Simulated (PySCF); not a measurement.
An unknown is described by computed data only.

Formula: C2H7N3Si2.

- Polarisability: 91.4 au [CAM-B3LYP/def2-SVPD]
- UV, first state: lowest singlet excitation: 5.56 eV (223 nm, f = 0.001) [TDDFT CAM-B3LYP/def2-SVPD]
- 13C NMR: chemical shifts (computed TMS as zero) by class: 152.5 (1 C), 152.0 (1 C) ppm [GIAO PBE0/pcSseg-1]
- UV, strongest line: among the 8 lowest singlet transitions: S3 at 6.62 eV (187 nm, f = 0.213) [TDDFT CAM-B3LYP/def2-SVPD]
- NMR, other nuclei: isotropic shieldings of nuclei other than C and H, by class: -134 (1 N), -105 (1 N), 81 (1 N), 406 (1 Si), 437 (1 Si) ppm [GIAO PBE0/pcSseg-1]
- 1H NMR: chemical shifts (computed TMS as zero) by class: 7.99 (1 H), 5.22 (3 H), 4.73 (3 H) ppm [GIAO PBE0/pcSseg-1]
- Dipole: 5.46 D [CAM-B3LYP/def2-SVPD]
- Triplet: lowest triplet excitation (Tamm–Dancoff): 4.74 eV [TDA CAM-B3LYP/def2-SVPD]
- Rotational structure: rotational constants A, B, C: 2.121, 1.894, 1.024 GHz [GFN2-xTB]

The electronic properties come from PySCF, for the isolated species, density fitting. Levels stand in brackets. Geometry: GFN2-xTB; no solvent, vibrations or thermal averaging. NMR values are class means; diastereotopic atoms form classes of their own.

Q: Propose a structure and show how it fits.

A: Numbering: `[SiH3:1][c:2]1[n:3][n:4][cH:5][n:6]1[SiH3:7]`. Its formula, C2H7N3Si2, gives 3 degrees of unsaturation: 1 ring and 2 π bonds in the structure found (Kekulé form). 2 carbons fall into 2 classes; from least to most shielded: substituted aromatic carbon [C2] (152.5 ppm), aromatic CH next to a ring nitrogen [C5] (152.0 ppm). Hydrogen classes from least to most shielded: 1 H on an aromatic CH next to a ring nitrogen, C5 (7.99 ppm), 3 H on an SiH3 silicon, Si7 (5.22 ppm), 3 H on an SiH3 silicon, Si1 (4.73 ppm). The other shieldings belong to: -134 ppm, pyridine-type nitrogen [N3]; -105 ppm, pyridine-type nitrogen [N4]; 81 ppm, pyrrole-type nitrogen [N6]; 406 ppm, SiH3 silicon [Si7]; 437 ppm, SiH3 silicon [Si1]. The optimised geometry has point group Cs and is an asymmetric top. Structure: `n1(cnnc1[SiH3])[SiH3]`. Computed isomers that give other values at the same levels: `[SiH3]c1ncn([SiH3])n1` (13C chemical shifts (computed TMS as zero) by class: 166.6 (1 C), 154.6 (1 C) ppm). The assignments are read from this structure; whether some other isomer fits the data as well wasn't checked.
